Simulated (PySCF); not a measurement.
## Correlation energy of S (sulfur, neutral)

[Ne] 3s2 3p4, high-spin 3P determinant. Computed with PySCF 2.14 in cc-pV(T+d)Z, with no relativity, point nucleus. Frozen: [Ne]; 6 electrons correlated.

MP2 pair energies summed by pair of shells (mhartree):

```json
{"pair": "3s-3p", "energy": "-53.79", "share (%)": "46.1"}
{"pair": "3p-3p", "energy": "-53.17", "share (%)": "45.5"}
{"pair": "3s-3s", "energy": "-9.83", "share (%)": "8.4"}
```

Total MP2 correlation energy: -116.80 mhartree.

Same-spin part -27.17 and opposite-spin part -89.63 mhartree; SCS-MP2 scales them by 1/3 and 6/5 to -116.61 mhartree.

```csv
level,correlation energy (mhartree)
CCSD,-140.31
(T),-4.76
CCSD(T),-145.07
```

Diagnostics: T1 = 0.010, D1 = 0.0311, largest double amplitude 0.061.

Question: Is a single reference adequate?

Answer: Yes: T1 lies below 0.03 and no double amplitude reaches 0.07.
